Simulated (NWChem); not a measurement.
Species: C$_{2}$H$_{2}$ClI; SMILES C=C(Cl)I

```xyz
6

C     -1.8128     1.3230     0.0000
C     -0.5233     0.9920     0.0000
Cl     0.7350     2.1655     0.0000
I      0.1173    -1.0120     0.0000
H     -2.5900     0.5575     0.0000
H     -2.1053     2.3761     0.0000
```
Atoms are numbered in this order, from 1.

Program: NWChem. Geometry: optimised at PBE0/def2-SVP. def2 effective core potentials on I; no spin-orbit coupling. Ions are spin-unrestricted doublets at the neutral geometry; other ion states weren't tried. Functional: LC-ωPBE (HJS hole) with def2-SVP; rows give the range parameter ω in 1/bohr.

For range parameter (1/bohr) 0.50:

| Item | Value |
|---|---|
| vertical ionisation energy, ΔSCF (eV) | 9.79 |
| −ε(HOMO) (eV) | 10.15 |

### Question
Estimate the same quantities for range parameter (1/bohr) 0.30.

### Answer
vertical ionisation energy, ΔSCF (eV): 9.49
−ε(HOMO) (eV): 9.34
